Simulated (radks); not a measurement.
Ionisation ladder of cadmium, from Cd4+ to Cd11+. Each ion is in the ground configuration listed by NIST, and IE = E(next ion) - E(this ion). All-electron calculation, Dirac Kohn-Sham, BLYP, spin-unpolarised, spherical densities, finite nucleus; open shells fill j = l - 1/2 first; Fermi nuclear charge, rms radius 4.6087 fm. Program: a radial shooting solver on a logarithmic mesh with Libxc functionals.

species  configuration  IE, Delta-SCF (eV)  -e(HOMO) (eV)   HOMO  <r> HOMO (bohr)
Cd4+          [Kr] 4d8                   ?         61.968  4d5/2             1.16
Cd5+          [Kr] 4d7              89.046         79.732  4d5/2             1.12
Cd6+          [Kr] 4d6                   ?         98.523  4d5/2             1.09
Cd7+          [Kr] 4d5              128.48         118.25  4d5/2             1.05
Cd8+          [Kr] 4d4              150.64         139.93  4d3/2             1.02
Cd9+          [Kr] 4d3              172.59         161.49  4d3/2            0.993
Cd10+         [Kr] 4d2                   ?         183.82  4d3/2            0.970
Cd11+         [Kr] 4d1                   ?         206.91  4d3/2            0.948

Estimate the withheld Delta-SCF values.

Answer. Cd4+: 70.760 eV (NIST 68); Cd6+: 108.31 eV (NIST 105); Cd10+: 195.30 eV (NIST 195); Cd11+: 218.75 eV (NIST 218).

Beside tabulated values, note that spin-unpolarised runs miss the spin-polarisation part of the exchange energy of open shells.
